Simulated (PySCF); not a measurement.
C₆H₁₃S₂ (charge +1).
Atom-mapped SMILES: `[CH3:1][S:2][C@@H:3]1[CH2:4][CH2:5][S@@+:6]([CH3:7])[CH2:8]1`

Cartesian coordinates in Å at the GFN2-xTB level; atoms count from 1:
```xyz
21
C6H13S2 angstrom
C     -3.419   -0.380    0.363
S     -1.901   -1.291    0.001
C     -0.742    0.112   -0.323
C      0.271   -0.292   -1.387
C      1.183   -1.309   -0.724
S      1.488   -0.696    0.971
C      2.853    0.459    0.670
C      0.056    0.449    0.934
H     -3.724    0.187   -0.511
H     -3.272    0.268    1.222
H     -4.169   -1.130    0.594
H     -1.347    0.964   -0.636
H      0.828    0.581   -1.733
H     -0.226   -0.739   -2.247
H      0.676   -2.267   -0.613
H      2.135   -1.456   -1.230
H      2.962    1.094    1.545
H      3.762   -0.124    0.546
H      2.667    1.060   -0.214
H      0.432    1.472    0.929
H     -0.522    0.282    1.841
```

NICS is the negative of the GIAO shielding at a point without a nucleus: at the ring centre (0) and 1 Å above and below it (1); zz is the component along the ring normal. Level: GIAO PBE0/pcSseg-1 (PySCF, non-relativistic, gas phase) on the GFN2-xTB geometry, one conformer.

Ring bond lengths (Å), with Mayer bond orders in brackets: C3–C4 1.523 (0.98), C4–C5 1.519 (0.99), C5–S6 1.829 (0.93), S6–C8 1.834 (0.92), C8–C3 1.527 (0.94).

**Question.** What do the NICS probes read (ppm)?

**Answer.** 
| ring | type | NICS(0) | NICS(1), two faces | NICS(1)zz, two faces | rms pucker (Å) | centre to ring atoms, mean (Å) |
| --- | --- | --- | --- | --- | --- | --- |
| C3–C4–C5–S6–C8 | 5-membered ring with S; formal bonds all single | -8.2 | -4.7 / -6.1 | -6.2 / -9.3 | 0.20 | 1.37 |

**Question.** What do they say, and how far can they be read as aromaticity?

**Answer.** 
- C3–C4–C5–S6–C8: mean NICS(1)zz -7.8 ppm, shielded. C3, C4, C5, C8 have four or more neighbours, and the NICS criterion for π rings isn't applied. The two faces differ by 3.1 ppm, so no symmetry operation interchanges them.

The run took 72 s wall on an Arm Neoverse N1 with one thread, on a shared host, and the process peaked at 1.1 GiB of memory. This is the whole shielding run at PBE0/pcSseg-1, SCF included.
